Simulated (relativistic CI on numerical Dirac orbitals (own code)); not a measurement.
d1 to d9 in one octahedral field

Computed with a parametric ligand-field model without spin-orbit coupling, by exact diagonalisation: B = 340, C = 1420, 10Dq = 23600 cm⁻¹ (Oh; |10Dq|/B = 69.4) for every shell. Energies in cm⁻¹; the field energy is (0.6 n_e − 0.4 n_t2) × 10Dq of the ground term; g labels are left out. So small a B with so large a field is typical of 4d and 5d ions, where spin-orbit coupling, left out here, reaches 1,000 to 4,000 cm⁻¹.

```tsv
Shell	Ground term	Electrons in e	Field energy	First spin-allowed bands	Lowest term of other spin
d1	2T2	0.000	-9440	2E 23600	
d2	3T1	0.006	-18744	3T2 22735, 3T1 26970	1T2 4976
d3	4A2	0.000	-28320	4T2 23600, 4T1 27479	2E 7014
d4	3T1	0.009	-37539	3E 22158, 3T1 22508	1T2 4385
d5	2T2	0.018	-46767	2A2 21620, 2T1 21742	4T1 16662
d6	1A1	0.014	-56304	1T1 22490, 1T2 27494	3T1 19519
d7	2E	1.009	-42267	2T1 22415, 2T2 22785	4T1 16662
d8	3A2	2.000	-28320	3T2 23600, 3T1 27479	1E 5531
d9	2E	3.000	-14160	2T2 23600
```

Low spin: d4, d5, d6, d7; the other shells keep the spin of the free ion. Only d4 to d7 can choose; the field needed to pair spins is smallest for d6 and largest for d5, which loses most exchange energy. In the strong-field picture 10Dq must exceed about 6B + 5C = 9140 (d4), 7.5B + 5C = 9650 (d5), 2.5B + 4C = 6530 (d6) and 4B + 4C = 7040 (d7); mixing of terms shifts these bounds somewhat.
